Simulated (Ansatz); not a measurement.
`[OH][SnH]([Cl])[Br]` at its PBE0-D4/def2-TZVP geometry, where that method's forces vanish. Charge 0, multiplicity 1. Sn takes the def2 core potential.

```xyz
6

O    -1.4816   -0.2839   -0.5180
Sn    0.4195   -0.0847   -0.1877
Cl    0.9442   -1.2857    1.7180
Br    0.8904    2.2739    0.3231
H    -2.0341    0.0330    0.2020
H     1.2616   -0.6526   -1.5374
```

(1) What forces (eV/Å) does ωB97M-V/def2-TZVPP give on these atoms in Ansatz 0.2.0? (Estimate.)

Answers

(1) The calculation gave: 
```
O1  -0.008  0.029  0.060
Sn2  0.104  0.006 -0.070
Cl3 -0.015  0.036 -0.039
Br4 -0.023 -0.101 -0.015
H5   0.008 -0.019 -0.044
H6  -0.067  0.049  0.108
```
